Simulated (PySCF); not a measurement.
Molecule: `F[C@]12C[C@@H]3[C@H](C1)[C@@H]32`, C₆H₇F.

Geometry (Å), atoms numbered from 1 in this order:
```xyz
14

F     0.104   -2.088    1.020
C     0.062   -0.884    0.389
C    -0.802   -0.706   -0.863
C    -0.855    0.754   -0.447
C     0.506    1.106    0.134
C     1.363   -0.147    0.061
C    -0.530    0.426    0.982
H    -0.344   -0.960   -1.819
H    -1.769   -1.195   -0.767
H    -1.533    1.500   -0.821
H     0.861    2.119    0.201
H     1.846   -0.394   -0.884
H     2.081   -0.199    0.875
H    -0.991    0.668    1.917
```

Frames of a GFN2-xTB Langevin trajectory at 300 K; GIAO PBE0/pcSseg-1 shieldings in PySCF, gas phase, non-relativistic; equivalent atoms averaged within each frame.

Chemical shifts δ = σref − σ; $^{19}$F (σ = 170.95 ppm) vs CFCl3; TMS for $^{13}$C (σ = 186.93 ppm), $^{1}$H (σ = 31.72 ppm), all at this level. The references are static minima.

How do the shifts (ppm) fluctuate along the trajectory?

Results:


```tsv
time (fs)	F1	C2	C7	C3/C6	C4/C5	H14	H8/H12	H9/H13	H10/H11
optimised geometry	-166.6	94.8	41.5	43.3	13.1	3.50	2.18	2.49	1.53
250	-166.1	97.2	44.4	43.5	10.3	3.87	2.46	2.03	1.78
425	-150.8	101.3	34.9	42.4	13.5	3.25	2.55	2.47	0.98
625	-175.4	92.9	42.1	47.8	15.4	3.16	2.50	2.86	2.16
800	-152.7	104.7	44.8	44.0	18.0	3.53	2.53	2.31	1.92
1000	-143.7	102.0	33.2	39.2	14.5	3.76	2.68	1.85	1.96
mean of frames	-157.7	99.6	39.9	43.4	14.3	3.51	2.54	2.30	1.76
standard deviation	12.8	4.6	5.5	3.1	2.8	0.31	0.08	0.39	0.46
```

5 frames give an uncertainty of the mean of about the standard deviation over 2.2 at best, since frames this close in time may not be independent; classical motion lacks zero-point vibration, and the reference would need the same averaging.
